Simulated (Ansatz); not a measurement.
```xyz
8

C     0.7213    0.8460    0.0000
C    -0.7213    0.8460    0.0000
C    -0.7213   -0.8460    0.0000
C     0.7213   -0.8460    0.0000
H     1.5561    1.6775    0.0000
H    -1.5561    1.6775    0.0000
H    -1.5561   -1.6775    0.0000
H     1.5561   -1.6775    0.0000
```

Basis set: def2-TZVP (spherical functions). Correlated methods keep 4 orbitals frozen. Charge 0, multiplicity 1.

Computed with Ansatz (development build ahead of 0.2.0); each method stands on the lowest determinant of its kind that the runs found. Restricted open shells among the atoms or ions are ROHF, correlated in semicanonical orbitals with singles.

**Question.** Give the atomization energy at this shape (free ground-state atoms in the same class of orbitals less the molecule, no zero-point energy) of singlet C4H4 by RHF-MP2, RHF.

**Answer.**

| method | atomization energy |
| --- | --- |
| RHF-MP2 | 775.41 kcal/mol |
| RHF | 549.02 kcal/mol |

Caution: in another basis set an unrestricted determinant lies well below; the shape is not the minimum.
